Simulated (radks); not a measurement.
Results of a calculation; reference values are marked as such.
Task: These are the eigenvalues of the occupied orbitals of an atom or ion with whole-number occupations (Ry). Level of theory: Dirac Kohn-Sham, PBE, spin-unpolarised, spherical densities, finite nucleus; Fermi nuclear charge, rms radius of each element as measured or else 0.836 A^(1/3) + 0.57 fm (a radial shooting solver on a logarithmic mesh with Libxc functionals).

orbital  eigenvalue
1s1/2     -1314.191
2s1/2     -186.0832
2p1/2     -170.7386
2p3/2     -164.4275
3s1/2     -34.33148
3p1/2     -28.61818
3p3/2     -27.61109
3d3/2     -17.54292
3d5/2     -17.35850
4s1/2      -8.27483
4p1/2      -6.65788
4p3/2      -6.50690

Which element is it, and in what charge state? The configuration may be excited. Open shells, if any, fill j = l - 1/2 first.

Result: Z = 40, zirconium, charge +5: Zr5+ in [Ar] 3d10 4s2 4p5. The list shows which subshells hold electrons but not how many an open one holds; the 1s level, -657.1 hartree, gives Z - s = 36.3 by -(Z - s)^2/2, which with screening and relativity narrows Z to a few neighbours, and the depths of the outer levels then fix element, charge and occupations together.
